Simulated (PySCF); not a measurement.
Isomers of C3H10N2Si, one GFN2-xTB conformer each. Single-point energies are computed at PBE0/pcSseg-1 (PySCF, gas phase, no added dispersion term), electronic only.

**Question.** Rank them by PBE0/pcSseg-1 energy, lowest first (kJ/mol).
A. `[CH3:1][SiH:2]1[NH:3][CH2:4][CH2:5][NH:6]1` with C1–Si2–N3–C4 143°, Si2–N3–C4–C5 -36°, N3–C4–C5–N6 37°, C4–C5–N6–Si2 -24°
B. `[NH2:1][C@H:2]1[CH2:3][NH:4][SiH2:5][CH2:6]1` with H–N1–C2–C3 -65° and 176°, N1–C2–C3–N4 168°, C2–C3–N4–Si5 -29°, C3–N4–Si5–C6 7°, N4–Si5–C6–C2 17°
C. `[CH2:1]=[N:2][NH:3][CH2:4][CH2:5][SiH3:6]` with C1–N2–N3–C4 -160°, N2–N3–C4–C5 86°, N3–C4–C5–Si6 -179°
D. `[H]/[N:6]=[CH:5]/[CH2:4][N:2]([CH3:1])[SiH3:3]` with C1–N2–C4–C5 -73°, N2–C4–C5–N6 -5°
E. `[CH2:1]=[N:2][SiH2:3][N:4]([CH3:5])[CH3:6]` with C1–N2–Si3–N4 -135°, N2–Si3–N4–C5 -34°
F. `[NH2:1][N:2]([SiH3:3])[CH:4]1[CH2:5][CH2:6]1` with H–N1–N2–Si3 -139° and 103°, N1–N2–C4–C5 149°
G. `[SiH3:1][C@H:2]1[CH2:3][CH2:4][NH:5][NH:6]1` with Si1–C2–C3–C4 92°, C2–C3–C4–N5 -4°, C3–C4–N5–N6 31°, C4–N5–N6–C2 -46°
H. `[CH2:1]=[N:2][SiH2:3][CH2:4][NH:5][CH3:6]` with C1–N2–Si3–C4 -118°, N2–Si3–C4–N5 67°, Si3–C4–N5–C6 178°
I. `[SiH3:1][N:2]1[CH2:3][CH2:4][CH2:5][NH:6]1` with Si1–N2–C3–C4 -104°, N2–C3–C4–C5 -14°, C3–C4–C5–N6 -10°, C4–C5–N6–N2 30°

**Answer.** A (0.0), B (80.7), E (150.2), D (196.7), H (206.4), I (216.9), G (278.1), C (279.2), F (294.7).

As drawn, the lowest has an Si–C bond, which the highest lacks; the highest has a three-membered ring and an N–N linkage, which the lowest lacks. Neighbours about 10 kJ/mol apart or less ([H]/N=C/CN(C)[SiH3] and C=N[SiH2]CNC; [SiH3][C@H]1CCNN1 and C=NNCC[SiH3]) can change places with a better method, another conformer or zero-point energy. GFN2-xTB itself gives, in the same order: 0.0, 61.3, 80.5, 118.5, 184.6, 79.8, 192.2, 218.9, 183.8. Both levels put the same isomer lowest; measured from each level's own lowest isomer, the values differ by up to 137.1 kJ/mol ([SiH3]N1CCCN1: 79.8 against 216.9).

**Question.** Which frontier levels, dipoles and rotational constants go with these structures?

**Answer.** 
```tsv
SMILES	HOMO (eV, PBE0/pcSseg-1)	LUMO (eV)	dipole (D)	A, B, C (MHz)
C[SiH]1NCCN1	-6.31	1.39	0.62	5360, 2329, 1896
N[C@H]1CN[SiH2]C1	-6.51	0.82	0.93	5543, 2221, 1710
C=N[SiH2]N(C)C	-6.20	-0.69	0.78	5899, 1726, 1438
[H]/N=C/CN(C)[SiH3]	-6.25	-0.05	2.37	3946, 2139, 1856
C=N[SiH2]CNC	-6.34	-0.81	1.06	5031, 1497, 1239
[SiH3]N1CCCN1	-6.53	0.66	1.97	5337, 2203, 1914
[SiH3][C@H]1CCNN1	-6.06	0.85	2.61	4848, 2244, 2025
C=NNCC[SiH3]	-6.22	0.36	1.84	10735, 988.2, 962.9
NN([SiH3])C1CC1	-6.40	1.02	1.96	4239, 2281, 1692
```
